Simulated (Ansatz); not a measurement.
## One elementary step

Start structure (Si2H5Cl3O, closed shell), relaxed at PBE0-D4/def2-TZVP:

```xyz
11
angstrom
Si -1.2422 0.3376 -0.2769
Si 0.1337 -1.4711 0.2820
Cl -3.1831 -0.2728 -0.5117
Cl -1.2687 1.7993 1.1703
Cl -0.7033 1.2364 -2.0472
H 1.5457 1.6339 0.7712
O 1.7924 0.9463 0.1460
H 0.7336 -1.2504 1.6174
H -0.7558 -2.6635 0.3378
H 1.1502 -1.6728 -0.7752
H 1.7978 1.3770 -0.7137
```

The step: Si₂H₃Cl₃ ([SiH3][Si]([Cl])([Cl])[Cl]) + H₂O → SiHCl₃O ([OH][Si]([Cl])([Cl])[Cl]) + SiH₄; bonds formed: Si1–O7, Si2–H6; bonds broken: Si1–Si2, H6–O7. Ansatz 0.2.0; basis: def2-TZVPP and def2-QZVPP; cores frozen in the correlated methods. Extrapolation: Hartree–Fock as exp(−7.88 √X), correlation as X^−2.97. Energies below are by CCSD(T) at an estimated basis limit (MP2 extrapolated from triple and quadruple zeta, plus CCSD(T) − MP2 in triple zeta).

Problem. What are the electronic barrier and the energy of the step, from the start structure to the end structure? (To be estimated.)

Solution. By the calculation: Barrier 199.5 kJ/mol; step energy -90.0 kJ/mol (downhill); reverse barrier, their difference, 289.5 kJ/mol. Barrier and step energy count from the start structure, the reverse barrier from the end structure.

The saddle point: One imaginary mode of 1133i cm⁻¹.
```csv
pair,start (Å),saddle (Å),end (Å)
Si1–O7,3.12,1.78,1.62
Si2–H6,3.45,1.95,1.48
Si1–Si2,2.34,2.69,4.39
H6–O7,0.96,1.13,3.16
```

Zero-point energy (harmonic, PBE0-D4): ZPE is 143.9 kJ/mol at the start and 132.1 kJ/mol at the saddle, so the barrier goes from 199.5 to 187.7 kJ/mol.

The T1 diagnostic stays at or below 0.012.

Labels in which every atom is bracketed show which atoms are joined, not bond orders.

For scale, one of the runs: CCSD(T)/def2-TZVPP, 311 basis functions, launched by `ansatz run in.yaml --threads 4 --pin off --events-out ev --progress --plain --max-ram 66560MiB --backend cuda --devices 0, --max-vram 37GiB`. Time: 9.5 s of wall clock on 4 CPU threads of an AMD EPYC 7R13 and a share of one NVIDIA H100; the host was shared. Peak host memory: 0.83 GiB.
